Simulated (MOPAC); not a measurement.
A run for MOPAC: PM6 on AsH5S (a complex), monomers drawn apart or pushed together.

```
PM6 1SCF PRECISE CHARGE=0 THREADS=1
AsH5S

S      0.59242906 1     0.25363794 1    -0.78131233 1
H     -0.37094659 1     1.06903175 1    -0.32430636 1
H     -0.25053208 1    -0.78790158 1    -0.86331370 1
As    -0.22124848 1    -0.25356647 1     2.47948772 1
H      0.33383096 1    -1.60568395 1     2.05079979 1
H     -0.24428553 1    -0.66129952 1     3.95163217 1
H      1.17163898 1     0.34884286 1     2.60047045 1
```

Output:

```
*******************************************************************************
 **                                                                           **
 **                              MOPAC v23.2.5                                **
 **                                                                           **
 *******************************************************************************
 ** MOPAC's Digital Object Identifier: https://doi.org/10.5281/zenodo.6511958 **
 **                                                                           **
 ** Please cite the open-source release paper for use of this MOPAC version:  **
 ** J. E. Moussa and J. J. P. Stewart (2026)                                  **
 ** MOPAC: An open-source semiempirical molecular orbital program             **
 ** J. Open Source Softw., 11(119), 8025, https://doi.org/10.21105/joss.08025 **
 *******************************************************************************

                              PM6 CALCULATION RESULTS

 *******************************************************************************
 *  PM6        - The PM6 Hamiltonian to be used
 *
 *
 *
 *                 CHARGE ON SYSTEM = 0
 *
 *
 *
 *  PRECISE    - TIGHTER CRITERIA TO BE USED
 *  1SCF       - DO 1 SCF AND THEN STOP
 *  THREADS=1  - MULTI-THREADING NOT USED
 *  T=         - A TIME OF 172800.0 SECONDS REQUESTED
 *  DUMP=N     - RESTART FILE WRITTEN EVERY 7200.0 SECONDS REQUESTED
 *******************************************************************************
PM6 1SCF PRECISE CHARGE=0 THREADS=1
 AsH5S

   ATOM   CHEMICAL          X               Y               Z
  NUMBER   SYMBOL      (ANGSTROMS)     (ANGSTROMS)     (ANGSTROMS)

     1       S          0.59242906  *   0.25363794  *  -0.78131233  *
     2       H         -0.37094659  *   1.06903175  *  -0.32430636  *
     3       H         -0.25053208  *  -0.78790158  *  -0.86331370  *
     4      As         -0.22124848  *  -0.25356647  *   2.47948772  *
     5       H          0.33383096  *  -1.60568395  *   2.05079979  *
     6       H         -0.24428553  *  -0.66129952  *   3.95163217  *
     7       H          1.17163898  *   0.34884286  *   2.60047045  *



          CARTESIAN COORDINATES

    NO.       ATOM           X           Y           Z

     1         S          0.5924      0.2536     -0.7813
     2         H         -0.3709      1.0690     -0.3243
     3         H         -0.2505     -0.7879     -0.8633
     4        As         -0.2212     -0.2536      2.4795
     5         H          0.3338     -1.6057      2.0508
     6         H         -0.2443     -0.6613      3.9516
     7         H          1.1716      0.3488      2.6005

 General Reference for PM6:
 "Optimization of Parameters for Semiempirical Methods V: Modification of NDDO Approximations
 and Application to 70 Elements", J. J. P. Stewart, J. Mol. Mod., 13, 1173-1213 (2007)
 URL: https://link.springer.com/article/10.1007/s00894-007-0233-4

           Empirical Formula: H5 S As  =     7 atoms



      MOLECULAR POINT GROUP   :   C1


      RHF CALCULATION, NO. OF DOUBLY OCCUPIED LEVELS = 8


 -------------------------------------------------------------------------------
 PM6 1SCF PRECISE CHARGE=0 THREADS=1
 AsH5S



     1SCF WAS SPECIFIED, SO BFGS WAS NOT USED
     SCF FIELD WAS ACHIEVED


                              PM6 CALCULATION
                                                       MOPAC v23.2.5 Linux




          FINAL HEAT OF FORMATION =         10.36992 KCAL/MOL =      43.38776 KJ/MOL


          COSMO AREA              =        111.13 SQUARE ANGSTROMS
          COSMO VOLUME            =         95.55 CUBIC ANGSTROMS

          IONIZATION POTENTIAL    =          9.336146 EV
          HOMO LUMO ENERGIES (EV) =         -9.336  0.411
          NO. OF FILLED LEVELS    =          8
          MOLECULAR WEIGHT        =        112.0211         POINT GROUP:  C1

          MOLECULAR DIMENSIONS (Angstroms)

            Atom       Atom       Distance
            H     6    S     1     4.89264
            H     3    H     7     2.63285
            H     2    H     5     2.40261


          SCF CALCULATIONS        =          1





   ATOM   CHEMICAL          X               Y               Z
  NUMBER   SYMBOL      (ANGSTROMS)     (ANGSTROMS)     (ANGSTROMS)

     1       S          0.59242906  *   0.25363794  *  -0.78131233  *
     2       H         -0.37094659  *   1.06903175  *  -0.32430636  *
     3       H         -0.25053208  *  -0.78790158  *  -0.86331370  *
     4      As         -0.22124848  *  -0.25356647  *   2.47948772  *
     5       H          0.33383096  *  -1.60568395  *   2.05079979  *
     6       H         -0.24428553  *  -0.66129952  *   3.95163217  *
     7       H          1.17163898  *   0.34884286  *   2.60047045  *

                             CARTESIAN COORDINATES

   1    S        0.592429060     0.253637940    -0.781312330
   2    H       -0.370946590     1.069031750    -0.324306360
   3    H       -0.250532080    -0.787901580    -0.863313700
   4   As       -0.221248480    -0.253566470     2.479487720
   5    H        0.333830960    -1.605683950     2.050799790
   6    H       -0.244285530    -0.661299520     3.951632170
   7    H        1.171638980     0.348842860     2.600470450


           Empirical Formula: H5 S As  =     7 atoms



      MOLECULAR POINT GROUP   :   C1


                  EIGENVALUES
 -30.35703 -17.55031 -14.56697 -12.30053 -12.06037 -11.74333  -9.83693  -9.33615
   0.41146   1.21219   2.03778   2.14521   2.16571   2.99762   3.64783   3.70678
   3.79940   3.87359  55.05052  55.08290  55.16011  55.24792  55.27484


              NET ATOMIC CHARGES AND DIPOLE CONTRIBUTIONS

  ATOM NO.   TYPE          CHARGE      No. of ELECS.   s-Pop       p-Pop       d-Pop
    1          S          -0.368422        6.3684     1.91845     4.30754     0.14243
    2          H           0.188970        0.8110     0.81103
    3          H           0.185444        0.8146     0.81456
    4         As           0.110940        4.8891     1.74097     3.13893     0.00916
    5          H          -0.038645        1.0386     1.03864
    6          H          -0.047175        1.0472     1.04717
    7          H          -0.031113        1.0311     1.03111
 DIPOLE           X         Y         Z       TOTAL
 POINT-CHG.    -1.908     0.080    -0.024     1.910
 HYBRID         1.143    -0.512     0.501     1.349
 SUM           -0.765    -0.431     0.477     0.999


          ATOMIC ORBITAL ELECTRON POPULATIONS

     Atom    s        px        py        pz      x^2-y^2     xz        z^2       yz        xy
    1  S   1.91845   1.28382   1.13349   1.89022   0.00357   0.01593   0.02708   0.00883   0.08702
    2  H   0.81103
    3  H   0.81456
    4 As   1.74097   1.10929   1.01728   1.01236   0.00207   0.00025   0.00372   0.00112   0.00200
    5  H   1.03864
    6  H   1.04717
    7  H   1.03111

 **********************
 *                    *
 * JOB ENDED NORMALLY *
 *                    *
 **********************




 == MOPAC DONE ==
```

The run finished.

Cost: roughly 0.03 core-seconds.
